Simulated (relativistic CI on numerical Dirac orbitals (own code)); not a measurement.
Electric-dipole lines of La33+

Method of calculation: Dirac-Coulomb-Breit CI, separate exchange-only KLI orbitals for each configuration, model QED, unscaled Slater integrals (own radial code, finite nucleus).

Configuration list (outside the closed core [Ne]): 3s2.3p6.3d6, 3s2.3p5.3d7, 3s2.3p4.3d8, 3s.3p6.3d7, 3p6.3d8, 3s.3p5.3d8, 3s2.3p6.3d5.4s, 3s2.3p6.3d5.4p, 3s2.3p6.3d5.4d, 3s2.3p4.3d7.4s, 3s2.3p5.3d6.4s, 3s2.3p6.3d5.4f, 3s2.3p6.3d4.4s2, 3s.3p6.3d6.4s, 3p6.3d7.4s, 3s2.3p6.3d5.5s. Levels of other configurations are missing.

| λ vac (Å) | Lower | Upper | A (s⁻¹) | E lower (Ry) | E upper (Ry) |
| --- | --- | --- | --- | --- | --- |
| 35.211 | 3s2.3p6.3d6 3H_5 [19] | 3s2.3p5.3d7 3F°_4 [130] | 9.62e+11 | 3.1054 | 28.9859 |
| 35.248 | 3s2.3p6.3d6 1I_6 [21] | 3s2.3p5.3d7 3G°_5 [133] | 2.01e+12 | 3.3385 | 29.1918 |
| 35.388 | 3s2.3p6.3d6 3H_6 [8] | 3s2.3p5.3d7 3G°_5 [115] | 1.01e+12 | 1.7334 | 27.4839 |
| 35.411 | 3s2.3p6.3d6 3G_4 [12] | 3s2.3p5.3d7 3G°_3 [128] | 7.01e+11 | 2.6122 | 28.3463 |
| 35.924 | 3s2.3p6.3d6 1G_4 [25] | 3s2.3p5.3d7 3D°_3 [132] | 9.76e+11 | 3.8027 | 29.1690 |
| 36.040 | 3s2.3p6.3d6 1G_4 [29] | 3s2.3p5.3d7 1F°_3 [140] | 1.46e+12 | 5.0982 | 30.3833 |
| 36.052 | 3s2.3p6.3d6 5D_3 [4] | 3s2.3p5.3d7 5D°_4 [107] | 3.06e+11 | 1.0447 | 26.3210 |
| 36.124 | 3s2.3p6.3d6 3H_6 [8] | 3s2.3p5.3d7 3G°_5 [110] | 8.70e+11 | 1.7334 | 26.9594 |
| 36.468 | 3s2.3p6.3d6 3G_4 [12] | 3s2.3p5.3d7 3F°_3 [119] | 6.36e+11 | 2.6122 | 27.6000 |
| 36.469 | 3s2.3p6.3d6 5D_4 [6] | 3s2.3p5.3d7 5D°_4 [107] | 4.51e+11 | 1.3335 | 26.3210 |
| 36.510 | 3s2.3p6.3d6 1G_4 [29] | 3s2.3p5.3d7 1G°_4 [138] | 9.12e+11 | 5.0982 | 30.0578 |
| 37.048 | 3s2.3p6.3d6 3G_5 [7] | 3s2.3p5.3d7 5D°_4 [107] | 8.10e+11 | 1.7241 | 26.3210 |
| 37.568 | 3s2.3p6.3d6 1I_6 [21] | 3s2.3p5.3d7 1I°_6 [118] | 6.14e+11 | 3.3385 | 27.5947 |
| 44.032 | 3s2.3p6.3d6 5D_4 [6] | 3s2.3p5.3d7 3F°_3 [74] | 4.52e+11 | 1.3335 | 22.0291 |
| 44.533 | 3s2.3p6.3d6 3G_5 [7] | 3s2.3p5.3d7 3F°_4 [80] | 5.13e+11 | 1.7241 | 22.1870 |
| 44.863 | 3s2.3p6.3d6 3P_2 [2] | 3s2.3p5.3d7 3P°_1 [58] | 6.33e+11 | 0.3689 | 20.6810 |
| 44.965 | 3s2.3p6.3d6 5D_4 [1] | 3s2.3p5.3d7 5P°_3 [53] | 7.69e+11 | 0.0000 | 20.2661 |
| 45.271 | 3s2.3p6.3d6 5D_3 [4] | 3s2.3p5.3d7 5D°_2 [64] | 4.63e+11 | 1.0447 | 21.1737 |
| 45.410 | 3s2.3p6.3d6 3G_5 [7] | 3s2.3p5.3d7 3G°_5 [72] | 1.91e+11 | 1.7241 | 21.7917 |
| 45.431 | 3s2.3p6.3d6 3H_6 [8] | 3s2.3p5.3d7 3G°_5 [72] | 4.03e+11 | 1.7334 | 21.7917 |
| 45.544 | 3s2.3p6.3d6 5D_4 [1] | 3s2.3p5.3d7 3F°_4 [50] | 1.90e+11 | 0.0000 | 20.0085 |
| 45.554 | 3s2.3p6.3d6 1I_6 [21] | 3s2.3p5.3d7 3G°_5 [94] | 4.55e+11 | 3.3385 | 23.3428 |
| 46.101 | 3s2.3p6.3d6 5D_4 [1] | 3s2.3p5.3d7 5D°_4 [47] | 2.31e+11 | 0.0000 | 19.7667 |
| 46.227 | 3s2.3p6.3d6 3G_4 [12] | 3s2.3p5.3d7 1G°_4 [81] | 2.89e+11 | 2.6122 | 22.3249 |
| 46.294 | 3s2.3p6.3d6 5D_3 [4] | 3s2.3p5.3d7 5D°_3 [60] | 3.85e+11 | 1.0447 | 20.7291 |
| 46.826 | 3s2.3p6.3d6 3H_6 [8] | 3s2.3p5.3d7 3H°_6 [65] | 5.13e+11 | 1.7334 | 21.1942 |
| 46.880 | 3s2.3p6.3d6 5D_4 [1] | 3s2.3p5.3d7 5F°_4 [42] | 1.43e+11 | 0.0000 | 19.4385 |
| 47.126 | 3s2.3p6.3d6 5D_4 [6] | 3s2.3p5.3d7 3F°_4 [57] | 3.40e+11 | 1.3335 | 20.6704 |
| 47.724 | 3s2.3p6.3d6 3P_2 [2] | 3s2.3p5.3d7 3D°_2 [43] | 3.13e+11 | 0.3689 | 19.4635 |
| 49.993 | 3s2.3p6.3d6 5D_4 [1] | 3s2.3p5.3d7 5F°_5 [38] | 1.54e+11 | 0.0000 | 18.2278 |

Terms are leading LS components. Brackets give the number of a level in order of energy, since labels repeat. The list gives strong lines, with weight on those to low levels, without lines whose two gauges differ by over a factor of 2.5, among the lowest 200 of 2582 levels, so that lines to higher ones, which can be the strongest, are missing. Levels whose partners in the same complex of configurations lie outside the list can be far off, and so can their lines. Rates are taken at the computed energies, electric ones in the length gauge.

At this charge energies of transitions that change n are usually good to better than 1 %, and those within a shell (Δn = 0) to a few per cent. Terms inside the open d or f shell come out 10 to 20 % too wide with unscaled integrals.

LS names give the leading component of a level, which can be under half, so a name can repeat, a term be missing and a line seem to break the LS rules.
